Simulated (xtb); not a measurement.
C2HCl3, charge +1, doublet, from a rough starting geometry (a state made from the parent by changing its charge; the spin is typed, not shown lowest); xtb with GFN2-xTB.

xtb was given this input:
```
$ xtb mol.xyz --gfn 2 --chrg 1 --uhf 1 --opt vtight --json

# file mol.xyz
6

Cl     1.86322603     1.04078892    -0.01980277
C      0.69250655    -0.28963833    -0.08280280
C     -0.56028651     0.05841052     0.00120822
Cl    -1.30334102     1.69446584     0.04386611
Cl    -1.74256021    -1.20222448    -0.01916120
H      0.98305666    -1.26468815    -0.06833869
```

Output, abridged:

```
   ID    Z sym.   atoms
    1   17 Cl     1, 4, 5
    2    6 C      2, 3
    3    1 H      6

           -------------------------------------------------
          |                Calculation Setup                |
           -------------------------------------------------

           -------------------------------------------------
          |                 G F N 2 - x T B                 |
           -------------------------------------------------

          ...................................................
          :                      SETUP                      :
          :.................................................:
          :  # basis functions                  39          :
          :  # atomic orbitals                  36          :
          :  # shells                           14          :
          :  # electrons                        29          :
          :  max. iterations                   250          :
          :  Hamiltonian                  GFN2-xTB          :
          :  restarted?                      false          :
          :  GBSA solvation                  false          :
          :  PC potential                    false          :
          :  electronic temp.          300.0000000     K    :
          :  accuracy                    1.0000000          :
          :  -> integral cutoff          0.2500000E+02      :
          :  -> integral neglect         0.1000000E-07      :
          :  -> SCF convergence          0.1000000E-05 Eh   :
          :  -> wf. convergence          0.1000000E-03 e    :
          :  Broyden damping             0.4000000          :
          :  net charge                          1          :
          :  unpaired electrons                  1          :
          ...................................................

 iter      E             dE          RMSdq      gap      omega  full diag
   1    -17.9609437 -0.179609E+02  0.516E+00    3.71       0.0  T
   2    -17.9663177 -0.537398E-02  0.352E+00    4.23       1.0  T
   3    -17.9697639 -0.344623E-02  0.226E+00    3.81       1.0  T
   4    -17.9768520 -0.708809E-02  0.849E-01    3.98       1.0  T
   5    -17.9782951 -0.144314E-02  0.376E-01    3.99       1.0  T
   6    -17.9784286 -0.133449E-03  0.234E-01    3.99       1.0  T
   7    -17.9785224 -0.937846E-04  0.138E-01    3.98       1.0  T
   8    -17.9785530 -0.306438E-04  0.689E-02    4.00       1.0  T
   9    -17.9785642 -0.111472E-04  0.418E-02    3.99       1.0  T
[...]
         :: total energy             -17.877957347592 Eh    ::
 * total energy  :   -17.8779573 Eh     change       -0.1179892E-09 Eh
 * total energy  :   -17.8928744 Eh     change       -0.1491707E-01 Eh
 * total energy  :   -17.8987509 Eh     change       -0.5876443E-02 Eh
 * total energy  :   -17.8990090 Eh     change       -0.2581421E-03 Eh
 * total energy  :   -17.8991068 Eh     change       -0.9779424E-04 Eh
 * total energy  :   -17.8991289 Eh     change       -0.2206920E-04 Eh
 * total energy  :   -17.8991295 Eh     change       -0.6600517E-06 Eh
 * total energy  :   -17.8991339 Eh     change       -0.4349202E-05 Eh
 * total energy  :   -17.8991356 Eh     change       -0.1725585E-05 Eh
 * total energy  :   -17.8991358 Eh     change       -0.2350903E-06 Eh
 * total energy  :   -17.8991358 Eh     change       -0.8162594E-08 Eh
   *** GEOMETRY OPTIMIZATION CONVERGED AFTER 11 ITERATIONS ***
         :: total energy             -17.899135839298 Eh    ::
[...]
      -------------------------------------------------------------
                  HL-Gap            0.1231109 Eh            3.3500 eV
             Fermi-level           -0.5929994 Eh          -16.1363 eV

     #   Z          covCN         q      C6AA      α(0)
     1  17 Cl       0.949     0.235    92.418    14.707
     2   6 C        2.890     0.052    26.825     8.491
     3   6 C        2.808     0.168    24.379     8.089
     4  17 Cl       1.092     0.171    94.246    14.852
     5  17 Cl       1.094     0.179    94.021    14.835
     6   1 H        0.925     0.196     1.121     1.655

 Mol. C6AA /au·bohr⁶  :       1614.830715
 Mol. C8AA /au·bohr⁸  :      60260.373031
 Mol. α(0) /au        :         62.630590

Wiberg/Mayer (AO) data.
largest (>0.10) Wiberg bond orders for each atom

 ---------------------------------------------------------------------------
     #   Z sym  total        # sym  WBO       # sym  WBO       # sym  WBO
 ---------------------------------------------------------------------------
     1  17 Cl   1.600 --     2 C    1.355
     2   6 C    3.860 --     3 C    1.439     1 Cl   1.355     6 H    0.926
     3   6 C    3.915 --     2 C    1.439     4 Cl   1.205     5 Cl   1.200
     4  17 Cl   1.540 --     3 C    1.205     5 Cl   0.177
     5  17 Cl   1.541 --     3 C    1.200     4 Cl   0.177
     6   1 H    0.962 --     2 C    0.926
 ---------------------------------------------------------------------------

Topologies differ in total number of bonds
Writing topology from bond orders to xtbtopo.mol

molecular dipole:
                 x           y           z       tot (Debye)
 q only:        0.075       0.099      -0.045
   full:       -0.120       0.408      -0.033       1.085
molecular quadrupole (traceless):
                xx          xy          yy          xz          yz          zz
 q only:        4.735       1.005       0.966      -0.185       0.154      -5.701
  q+dip:        7.167       1.692       1.982      -0.270       0.240      -9.149
   full:        6.192       2.481       1.965      -0.209       0.197      -8.156

optimized geometry written to: xtbopt.xyz

           -------------------------------------------------
          | TOTAL ENERGY              -17.899135839298 Eh   |
          | GRADIENT NORM               0.000027191460 Eh/α |
          | HOMO-LUMO GAP               3.350018176022 eV   |
           -------------------------------------------------

normal termination of xtb
```
